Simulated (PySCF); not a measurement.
## [C8H8O]+: g tensor and hyperfine couplings

Compound: C8H8O (charge +1 and doublet state).
Z-matrix (Å and degrees, GFN2-xTB geometry), rows numbered from 1:
```
C 
C   1  1.3369
C   2  1.4519  1  128.51
C   3  1.3756  2  109.12  1   179.25
C   4  1.4199  3  109.14  2    -0.47
C   5  1.3805  4  108.61  3    -3.38
C   6  1.4642  2  121.17  1     0.84
C   7  1.5138  6  113.45  2   161.51
O   7  1.1994  6  123.72  2   -14.50
H   1  1.0794  2  122.29  3     4.41
H   1  1.0848  2  120.89  3  -175.95
H   3  1.0754  2  123.64  1     2.53
H   4  1.0749  3  126.08  2   179.40
H   5  1.0753  4  124.27  3   179.37
H   8  1.0885  7  108.49  6  -168.07
H   8  1.0909  7  107.43  6    73.29
H   8  1.0871  7  111.88  6   -46.42
```

The hyperfine couplings belong to this conformer and change with its torsions.

Identity: `[CH2+][C]1C=CC=C1C(C)=O` [radical] (charge +1).

Computed with PySCF, UKS B3LYP, pcH-1 on C H O, non-relativistic, mean-field spin-orbit, GIAO. Isolated species at its GFN2-xTB geometry (one conformer only). A GFN2-xTB geometry isn't a minimum of the functional, and hyperfine couplings can be far from their values at a DFT geometry, by a factor of two or more for some ions and for spin on atoms past the first row. The frame is twisted about the C6–C7 bond at this geometry (dihedral C2–C6–C7–O9 = -15°); couplings at other torsion angles weren't computed. The SCF solution wasn't tested for stability.

```json
{"g1, g2, g3": "2.00211, 2.00321, 2.01210", "g_iso": "2.00581", "Form of g": "close to axial: the two nearest values differ by 11 % of g3 − g1", "⟨S²⟩": "0.7649 (exact 0.7500)", "HOMO–LUMO gap, α and β orbitals": "3.62, 1.52 eV", "Total energy": "-384.55631 Eh"}
```

Hyperfine couplings atom by atom, in mT; T1 to T3 are the principal values of the dipolar part; ρ(0) is the spin density at the nucleus (MHz turned into mT with g_iso):

| atom | isotope | a_iso | T1 | T2 | T3 | Mulliken spin population | ρ(0) (bohr⁻³) |
| --- | --- | --- | --- | --- | --- | --- | --- |
| C1 | 13C | -0.06 | -0.20 | 0.09 | 0.11 | -0.03 | -0.0014 |
| C2 | 13C | -0.70 | -0.11 | 0.04 | 0.07 | -0.07 | -0.0175 |
| C3 | 13C | 1.03 | -1.23 | -1.20 | 2.44 | 0.43 | 0.0257 |
| C4 | 13C | -0.04 | -0.43 | -0.37 | 0.80 | 0.11 | -0.0009 |
| C5 | 13C | -0.35 | -0.24 | -0.19 | 0.42 | 0.03 | -0.0088 |
| C6 | 13C | 1.21 | -1.32 | -1.31 | 2.63 | 0.46 | 0.0302 |
| C7 | 13C | -0.85 | -0.39 | 0.16 | 0.23 | -0.08 | -0.0212 |
| C8 | 13C | 0.31 | -0.11 | -0.08 | 0.19 | 0.02 | 0.0076 |
| O9 | 17O | -0.32 | -1.75 | 0.77 | 0.99 | 0.14 | 0.0147 |
| H10 | 1H | 0.09 | -0.06 | -0.05 | 0.11 | 0.00 | 0.0005 |
| H11 | 1H | 0.09 | -0.10 | -0.03 | 0.12 | 0.00 | 0.0006 |
| H12 | 1H | -1.02 | -0.60 | -0.10 | 0.70 | -0.02 | -0.0064 |
| H13 | 1H | -0.37 | -0.27 | -0.11 | 0.38 | -0.01 | -0.0023 |
| H14 | 1H | -0.19 | -0.18 | -0.12 | 0.29 | 0.00 | -0.0012 |
| H15 | 1H | 0.07 | -0.07 | -0.02 | 0.09 | 0.00 | 0.0004 |
| H16 | 1H | 0.12 | -0.08 | 0.00 | 0.09 | 0.00 | 0.0007 |
| H17 | 1H | -0.19 | -0.11 | -0.04 | 0.15 | 0.00 | -0.0012 |

Largest spin populations (Mulliken): C6 (+0.46), C3 (+0.43), O9 (+0.14) and C4 (+0.11). The positive populations add up to 1.20 and the negative ones to -0.20, together 2S = 1.

C2, the radical centre as drawn in `[CH2+][C]1C=CC=C1C(C)=O`, holds a spin population of -0.07 out of 1.

Axes: g3 points within 5° of the C5–C6 bond.

Under fast tumbling the dipolar parts average out, and these isotropic splittings remain: 1 × 1H (H12, I = 1/2, 2 lines) with 1.02 mT, 1 × 1H (H13, I = 1/2, 2 lines) with 0.37 mT, 1 × 1H (H14, I = 1/2, 2 lines) with 0.19 mT, 1 × 1H (H11, I = 1/2, 2 lines) with 0.09 mT and 1 × 1H (H10, I = 1/2, 2 lines) with 0.09 mT.

H10 and H11 aren't averaged: C1 is flat or nearly so (angle sum 360°), and its turn about the short C1–C2 bond (1.34 Å) is taken as slow.

The 13C coupling of C6 (34.0 MHz) shows only in satellite lines or after enrichment, since that isotope makes up about 1.07 % of natural carbon.

The 17O coupling of O9 (-8.9 MHz) shows only in satellite lines or after enrichment, since that isotope makes up about 0.038 % of natural oxygen.

Examples of negative spin density at the nucleus (bohr⁻³): C7 (-0.0212), C2 (-0.0175) and C5 (-0.0088).
